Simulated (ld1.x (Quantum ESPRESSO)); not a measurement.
## What one change does to a pseudopotential (platinum (Pt), TM)

- Element: Pt (Z = 78)
- Generator: ld1.x (Quantum ESPRESSO) 7.5
- Type: norm-conserving Troullier–Martins (Kleinman–Bylander form)
- Functional: PBE
- Relativity: scalar-relativistic
- Frozen core: [Kr] 4d10 4f14
- Valence charge: 18
- Reference configuration: 5s2 5p6 5d7 6s0 6p0 (charge +3)
- Partial waves: 5p (bound): rc 1.00 bohr; 5d (bound): rc 2.05 bohr; 5s (bound): rc 1.10 bohr
- Local potential: the s channel
- Core correction: a·sin(br)/r model core, default radius (core density twice the valence density)

Change: all radii but the core radius scaled by about 0.92 (s 1.02, p 0.92, d 1.88 bohr).

Cutoffs: the cutoffs (Ry, on a coarse ladder) from which the occupation-weighted sum of valence levels, in a spherical-Bessel basis at the reference potential, stays within 10 and 1 mRy of its value at 400 Ry; they do not see the model core or the augmentation charge, which bear on the density cutoff. Errors are all-electron minus pseudo energies relative to the spin-unpolarised reference configuration.

**Question.** What does the change do?

**Answer.** Of the 7 tests that both files solve, the error grows in 0 and shrinks in 4 by more than 15 % and 0.3 meV (median size 111.2 → 77.0 meV); neither file shows a bound ghost. Less of the atom is replaced, so other configurations are described better.

| quantity | base | changed |
| --- | --- | --- |
| cutoff, loose | 160 Ry | 230 Ry |
| cutoff, tight | 260 Ry | over 300 Ry |
| loose cutoff by channel (10 mRy a level) | p 90 Ry, d 35 Ry, s 110 Ry | p 140 Ry, d 35 Ry, s 120 Ry |
| bound ghosts | none | none |
| error for 5s2 5p6 5d9 6s1 6p0, meV [ΔE -61.38 eV] | +194 | +132 |
| error for 5s2 5p6 5d9 6s0 6p0, meV [ΔE -52.18 eV] | +8.0 | +8.1 |
| error for 5s2 5p6 5d8 6s0 6p0, meV [ΔE -32.22 eV] | +5.9 | +5.8 |
| error for 5s2 5p6 5d9 6s0.5 6p0, meV [ΔE -57.68 eV] | +111 | +77 |
| error for 5s2 5p6 5d10 6s0 6p0, meV [ΔE -61.39 eV] | +8.0 | +8.9 |
| error for 5s2 5p6 5d8 6s2 6p0, meV [ΔE -60.37 eV] | +430 | +287 |
| error for 5s2 5p6 5d8 6s1 6p1, meV [ΔE -54.81 eV] | +260 | +182 |
